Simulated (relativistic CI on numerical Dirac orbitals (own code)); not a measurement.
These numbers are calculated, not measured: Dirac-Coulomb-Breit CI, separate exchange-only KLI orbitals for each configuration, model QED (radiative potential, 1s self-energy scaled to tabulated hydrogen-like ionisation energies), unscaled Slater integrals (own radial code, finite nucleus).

Configurations in the expansion (outside the closed core [Ne]): 3s²3p⁶3d¹⁰, 3s²3p⁶3d⁹4s, 3s²3p⁶3d⁹4p, 3s²3p⁶3d⁹4d, 3s²3p⁵3d¹⁰4s, 3s²3p⁶3d⁹4f, 3s²3p⁵3d¹⁰4p, 3s²3p⁶3d⁸4s², 3s²3p⁶3d⁸4s4p, 3s²3p⁵3d¹⁰4d, 3s3p⁶3d¹⁰4s, 3s²3p⁶3d⁹5s, 3s²3p⁶3d⁸4p², 3s²3p⁶3d⁹5p, 3s²3p⁶3d⁸4s4d, 3s²3p⁵3d¹⁰4f, 3s3p⁶3d¹⁰4p, 3s²3p⁶3d⁹5d, 3s²3p⁶3d⁸4p4d, 3s²3p⁵3d⁹4s², 3s²3p⁶3d⁹5f, 3s²3p⁶3d⁹5g, 3s²3p⁵3d⁹4s4p, 3s²3p⁶3d⁸4d², 3s3p⁶3d¹⁰4d, 3s²3p⁵3d⁹4p², 3s²3p⁶3d⁹6s, 3s²3p⁵3d⁹4s4d, 3s²3p⁶3d⁹6p, 3s3p⁶3d⁹4s², 3s²3p⁵3d¹⁰5s, 3s3p⁶3d¹⁰4f, 3s²3p⁶3d⁹6d, 3s²3p⁵3d⁹4p4d, 3s²3p⁵3d¹⁰5p, 3s²3p⁴3d¹⁰4s². Levels of other configurations are missing.

At this charge energies of transitions that change n are usually good to better than 1 %, and those within a shell (Δn = 0) to a few per cent.

Outline of the computed level scheme of Eu XXXVI. Lowest level of each configuration: 3s²3p⁶3d¹⁰ ¹S0 at 0.00 eV; 3s²3p⁶3d⁹4s ³D3 at 981.05 eV; 3s²3p⁶3d⁹4p ³P°2 at 1052.53 eV; 3s²3p⁶3d⁹4d ³S1 at 1205.74 eV; 3s²3p⁵3d¹⁰4s ³P°2 at 1318.87 eV; 3s²3p⁶3d⁹4f ³P°0 at 1333.55 eV.

Some strong electric-dipole decays among the lowest 45 levels: 3s²3p⁵3d¹⁰4s ¹P°1 → 3s²3p⁶3d¹⁰ ¹S0 (1.0e+13 s⁻¹); 3s²3p⁶3d⁹4p ¹P°1 → 3s²3p⁶3d¹⁰ ¹S0 (5.5e+12 s⁻¹); 3s²3p⁶3d⁹4p ³D°1 → 3s²3p⁶3d¹⁰ ¹S0 (2.0e+12 s⁻¹); 3s²3p⁵3d¹⁰4s ¹P°1 → 3s²3p⁶3d⁹4s ¹D2 (1.2e+12 s⁻¹); 3s²3p⁵3d¹⁰4s ³P°2 → 3s²3p⁶3d⁹4s ³D3 (1.2e+12 s⁻¹); 3s²3p⁶3d⁹4p ³D°1 → 3s²3p⁶3d¹⁰ ¹S0 (7.0e+11 s⁻¹); 3s²3p⁶3d⁹4f ³P°1 → 3s²3p⁶3d¹⁰ ¹S0 (4.2e+11 s⁻¹); 3s²3p⁶3d⁹4d ³G4 → 3s²3p⁶3d⁹4p ³F°3 (3.2e+11 s⁻¹).

LS names give the leading component of a level, which can be under half, so a name can repeat, a term be missing and a line seem to break the LS rules.
